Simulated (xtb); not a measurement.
Input for xtb: GFN2-xTB on C4H4N2 (SMILES N#CCCC#N), a point of a torsion scan.

```
$ xtb mol.xyz --gfn 2 --opt vtight --chrg 0 --uhf 0 --input xcontrol
10

N     -2.32366285    -0.02526618     1.26810657
C     -1.50705534     0.22586937     0.48527050
C     -0.47911080     0.53772103    -0.50840155
C      0.68543808    -0.43587014    -0.39599540
C      0.26010501    -1.63107752     0.29846642
N     -0.06851602    -2.56073370     0.85574223
H     -0.94874007     0.47505321    -1.50952757
H     -0.08213614     1.56184377    -0.41153526
H      0.99791068    -0.65938385    -1.45730520
H      1.54534118     0.06304570     0.06121119
$constrain
  force constant=1.0
  dihedral: 2,3,4,5,20.0
$end
```

Output:

```
[...]
           -------------------------------------------------
          |                Calculation Setup                |
           -------------------------------------------------



           -------------------------------------------------
          |                 G F N 2 - x T B                 |
           -------------------------------------------------

        Reference                      10.1021/acs.jctc.8b01176
      * Hamiltonian:
        H0-scaling (s, p, d)           1.850000    2.230000    2.230000
        zeta-weighting                 0.500000
      * Dispersion:
        s8                             2.700000
        a1                             0.520000
        a2                             5.000000
        s9                             5.000000
      * Repulsion:
        kExp                           1.500000    1.000000
        rExp                           1.000000
      * Coulomb:
        alpha                          2.000000
        third order                    shell-resolved
        anisotropic                    true
        a3                             3.000000
        a5                             4.000000
        cn-shift                       1.200000
        cn-exp                         4.000000
        max-rad                        5.000000


          ...................................................
          :                      SETUP                      :
          :.................................................:
          :  # basis functions                  28          :
          :  # atomic orbitals                  28          :
          :  # shells                           16          :
          :  # electrons                        30          :
          :  max. iterations                   250          :
          :  Hamiltonian                  GFN2-xTB          :
          :  restarted?                      false          :
          :  GBSA solvation                  false          :
          :  PC potential                    false          :
          :  electronic temp.          300.0000000     K    :
          :  accuracy                    1.0000000          :
          :  -> integral cutoff          0.2500000E+02      :
          :  -> integral neglect         0.1000000E-07      :
          :  -> SCF convergence          0.1000000E-05 Eh   :
          :  -> wf. convergence          0.1000000E-03 e    :
          :  Broyden damping             0.4000000          :
          :  net charge                          0          :
          :  unpaired electrons                  0          :
          ...................................................

 iter      E             dE          RMSdq      gap      omega  full diag
   1    -16.6350079 -0.166350E+02  0.599E+00    6.13       0.0  T
   2    -16.6343498  0.658044E-03  0.404E+00    6.27       1.0  T
   3    -16.6304885  0.386137E-02  0.276E+00    5.55       1.0  T
   4    -16.6724789 -0.419904E-01  0.405E-01    5.56       1.0  T
   5    -16.6730285 -0.549667E-03  0.221E-01    5.55       1.0  T
   6    -16.6732501 -0.221580E-03  0.558E-02    5.55       1.0  T
   7    -16.6732564 -0.631898E-05  0.219E-02    5.56       1.4  T
   8    -16.6732582 -0.181213E-05  0.710E-03    5.56       4.5  T
   9    -16.6732586 -0.318032E-06  0.131E-03    5.56      24.2  T
  10    -16.6732586 -0.630187E-09  0.179E-04    5.56     177.1  T
  11    -16.6732586 -0.215767E-09  0.492E-05    5.56     642.2  T

   *** convergence criteria satisfied after 11 iterations ***

         #    Occupation            Energy/Eh            Energy/eV
      -------------------------------------------------------------
         1        2.0000           -0.6810792             -18.5331
       ...           ...                  ...                  ...
         9        2.0000           -0.5183325             -14.1045
        10        2.0000           -0.4875774             -13.2677
        11        2.0000           -0.4834158             -13.1544
        12        2.0000           -0.4793322             -13.0433
        13        2.0000           -0.4654978             -12.6668
        14        2.0000           -0.4409545             -11.9990
        15        2.0000           -0.4343114             -11.8182 (HOMO)
        16                         -0.2300149              -6.2590 (LUMO)
        17                         -0.2267254              -6.1695
        18                         -0.2122068              -5.7744
        19                         -0.2115952              -5.7578
        20                          0.0553108               1.5051
       ...                                ...                  ...
        28                          1.1824868              32.1771
      -------------------------------------------------------------
                  HL-Gap            0.2042965 Eh            5.5592 eV
             Fermi-level           -0.3321632 Eh           -9.0386 eV

 SCC (total)  
[...]
   0 min,  0.001 sec ( 16.625%)
 iterations                     ...        0 min,  0.002 sec ( 36.425%)
 molecular gradient             ...        0 min,  0.003 sec ( 39.455%)
 printout                       ...        0 min,  0.000 sec (  3.612%)

         :::::::::::::::::::::::::::::::::::::::::::::::::::::
         ::                     SUMMARY                     ::
         :::::::::::::::::::::::::::::::::::::::::::::::::::::
         :: total energy             -16.358095515367 Eh    ::
         :: gradient norm              0.000148758105 Eh/a0 ::
         :: HOMO-LUMO gap              5.742644919732 eV    ::
         ::.................................................::
         :: SCC energy               -16.691116846072 Eh    ::
         :: -> isotropic ES            0.017542122529 Eh    ::
         :: -> anisotropic ES          0.003252774680 Eh    ::
         :: -> anisotropic XC          0.035734418051 Eh    ::
         :: -> dispersion             -0.005713511806 Eh    ::
         :: repulsion energy           0.333004338689 Eh    ::
         :: add. restraining           0.000016992016 Eh    ::
         :: total charge               0.000000000000 e     ::
         :::::::::::::::::::::::::::::::::::::::::::::::::::::

           -------------------------------------------------
          |                Property Printout                |
           -------------------------------------------------

    * Orbital Energies and Occupations

         #    Occupation            Energy/Eh            Energy/eV
      -------------------------------------------------------------
         1        2.0000           -0.6800891             -18.5062
       ...           ...                  ...                  ...
         3        2.0000           -0.6566067             -17.8672
         4        2.0000           -0.6371777             -17.3385
         5        2.0000           -0.5826720             -15.8553
         6        2.0000           -0.5680707             -15.4580
         7        2.0000           -0.5519437             -15.0192
         8        2.0000           -0.5324093             -14.4876
         9        2.0000           -0.5228518             -14.2275
        10        2.0000           -0.4889431             -13.3048
        11        2.0000           -0.4842362             -13.1767
        12        2.0000           -0.4789020             -13.0316
        13        2.0000           -0.4671786             -12.7126
        14        2.0000           -0.4404346             -11.9848
        15        2.0000           -0.4336687             -11.8007 (HOMO)
        16                         -0.2226304              -6.0581 (LUMO)
        17                         -0.2218500              -6.0368
        18                         -0.2151302              -5.8540
        19                         -0.2101237              -5.7178
        20                          0.0683518               1.8599
        21                          0.0737861               2.0078
        22                          0.1103895               3.0039
        23                          0.1237158               3.3665
        24                          0.1535724               4.1789
        25                          0.2080263               5.6607
        26                          0.2517167               6.8496
       ...                                ...                  ...
        28                          1.1447437              31.1501
      -------------------------------------------------------------
                  HL-Gap            0.2110383 Eh            5.7426 eV
             Fermi-level           -0.3281495 Eh           -8.9294 eV

     #   Z          covCN         q      C6AA      α(0)
     1   7 N        0.911    -0.218    25.749     7.339
     2   6 C        1.895     0.115    28.274     8.588
     3   6 C        3.806    -0.044    21.361     6.580
     4   6 C        3.806    -0.044    21.361     6.580
     5   6 C        1.895     0.115    28.274     8.588
     6   7 N        0.911    -0.218    25.749     7.339
     7   1 H        0.924     0.074     2.043     2.235
     8   1 H        0.924     0.073     2.055     2.242
     9   1 H        0.924     0.073     2.055     2.242
    10   1 H        0.924     0.074     2.043     2.235

 Mol. C6AA /au·bohr⁶  :       1274.195738
 Mol. C8AA /au·bohr⁸  :      30348.045821
 Mol. α(0) /au        :         53.966908


Wiberg/Mayer (AO) data.
largest (>0.10) Wiberg bond orders for each atom

 ---------------------------------------------------------------------------
     #   Z sym  total        # sym  WBO       # sym  WBO       # sym  WBO
 ---------------------------------------------------------------------------
     1   7 N    3.016 --     2 C    2.863
     2   6 C    3.948 --     1 N    2.863     3 C    1.048
     3   6 C    3.996 --     2 C    1.048     4 C    0.957     8 H    0.948
                             7 H    0.947
     4   6 C    3.996 --     5 C    1.048     3 C    0.957     9 H    0.948
                            10 H    0.947
     5   6 C    3.948 --     6 N    2.863     4 C    1.048
     6   7 N    3.016 --     5 C    2.863
     7   1 H    0.995 --     3 C    0.947
     8   1 H    0.995 --     3 C    0.948
     9   1 H    0.995 --     4 C    0.948
    10   1 H    0.995 --     4 C    0.947
 ---------------------------------------------------------------------------

Topologies differ in total number of bonds
Writing topology from bond orders to xtbtopo.mol

molecular dipole:
                 x           y           z       tot (Debye)
 q only:        0.858       0.919      -1.051
   full:        1.329       1.423      -1.628       6.450
molecular quadrupole (traceless):
                xx          xy          yy          xz          yz          zz
 q only:       -0.225      -0.606      -2.082       3.094       2.048       2.307
  q+dip:       -0.714      -0.206      -3.421       4.966       3.418       4.135
   full:       -0.303      -1.265      -3.547       6.364       4.573       3.850

           -------------------------------------------------
          |                Geometry Summary                 |
           -------------------------------------------------

      molecular mass/u    :       80.0881130
   center of mass at/Å    :       -0.5376827      -0.6151174       0.2919852
  moments of inertia/u·Å² :        0.8770025E+02   0.1591767E+03   0.2387780E+03
rotational constants/cm⁻¹ :        0.1922187E+00   0.1059051E+00   0.7059959E-01

 * 6 selected distances

     #   Z          #   Z                                           value/Å
     1   7 N        2   6 C                                       1.1416828
     5   6 C        6   7 N                                       1.1417076 (max)
     3   6 C        7   1 H                                       1.0948004
     3   6 C        8   1 H                                       1.0926082 (min)
     4   6 C        9   1 H                                       1.0926180
     4   6 C       10   1 H                                       1.0948094
Note: The following floating-point exceptions are signalling: IEEE_DENORMAL
normal termination of xtb

 * 2 distinct bonds (by element types)

   Z      Z             #   av. dist./Å        max./Å        min./Å
   1 H    6 C           4     1.0937090     1.0948094     1.0926082
   6 C    7 N           2     1.1416952     1.1417076     1.1416828


optimized geometry written to: xtbopt.xyz


           -------------------------------------------------
          | TOTAL ENERGY              -16.358095515367 Eh   |
          | GRADIENT NORM               0.000148758105 Eh/α |
          | HOMO-LUMO GAP               5.742644919732 eV   |
           -------------------------------------------------

------------------------------------------------------------------------
------------------------------------------------------------------------
 total:
 SCF:
 ANC optimizer:
```

The run finished.

Warnings raised: the energy holds the restraint's term.

Cost: around 0.19 core-seconds (rough).
